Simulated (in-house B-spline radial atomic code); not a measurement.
Results of a calculation; reference values are marked as such.
## Ghost states of the separable form: Mn

Mn, [Ar] 3d5 4s2, non-relativistic PBE, spherical and spin-unpolarised, from an all-electron radial atomic-structure program (B-spline basis) (atomic units; all potentials screened as in the neutral atom).

Troullier-Martins channels: 4s (ε = -0.1848, r_c = 2.17 bohr), 3d (ε = -0.2576, r_c = 1.963 bohr). In the Kleinman-Bylander form one channel serves as the local potential, and each other channel l becomes |δV u><u δV|/<u|δV|u>, with δV = V_l − V_local and u the pseudo-orbital. Its strength is E_KB = <u|δV²|u>/<u|δV|u>. By the analysis of Gonze, Stumpf and Scheffler a spurious state lies below the reference level ε if E_KB > 0 and ε is above the second level of the local potential alone, or if E_KB < 0 and ε is above its first. The table's levels are those of angular momentum l in a sphere of 9 bohr, whose wall can lift a shallow ε a little above its free-atom value.

| local | channel | <u δV u> | <u δV² u> | ε | first local level | second local level |
| --- | --- | --- | --- | --- | --- | --- |
| s | d | -5.0498 | 45.233 | -0.2576 | 0.0935 | 0.3321 |
| d | s | 0.1691 | 0.95844 | -0.1842 | -7.7863 | -0.7555 |

Apply the rule to each row.

Local s, channel d: E_KB = -8.96, so ε = -0.2576 is set against 0.0935: no ghost. Local d, channel s: E_KB = +5.67, so ε = -0.1842 is set against -0.7555: a ghost.

Diagonalising the separable Hamiltonian gives:

```tsv
local	channel	three lowest levels	all-electron, two lowest valence levels
s	d	-0.2576, 0.1103, 0.3817	-0.2576, 0.1080
d	s	-4.3497, -0.1842, 0.0943	-0.1842, 0.0948
```

Which choices of local channel are safe?

Free of ghosts: s. With d local the s channel has a ghost 4.17 hartree below ε, since the local potential binds more than one state below ε, and a repulsive term of rank one raises each level at most to the next, so it clears only one of them. Among the safe choices the second level, which tests transfer, is off by at most 2.2 millihartree (s local).
